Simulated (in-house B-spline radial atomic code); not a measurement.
N5+: 1s1 (5g7/2)1 (an excited or competing configuration)

Computed with an all-electron radial atomic-structure program (B-spline basis): Dirac-Hartree-Fock, average of the jj configuration, Fermi nucleus of rms radius 2.5582 fm.

Screening seen three ways: the hydrogenic charge with the same mean radius, Z_r = [3n² - l(l+1)]/(2<r>), the one with the same energy, Z_e = n√(-2ε), and Slater's rules. Values are occupation-weighted means over j. An effective charge above Z reflects the relativistic contraction of the inner shells.

```json
{"shell": "1s", "electrons": "1", "ε (eV)": "-660.58", "<r> (bohr)": "0.2141", "Z_r": "7.01", "Z_e": "6.97", "Slater": "7.00"}
{"shell": "5g", "electrons": "1", "ε (eV)": "-19.593", "<r> (bohr)": "4.583", "Z_r": "6.00", "Z_e": "6.00", "Slater": "-"}
```

The least bound orbital is 5g7/2 at -19.59 eV, and it is also the most diffuse (<r> = 4.583 bohr).

For the 1s electron the small component carries 0.0653 % of the norm, the zero-frequency Breit interaction raises the level by 1.675e-09 eV, self-energy by 0.04411 eV, and vacuum polarisation lowers it by 0.002048 eV.
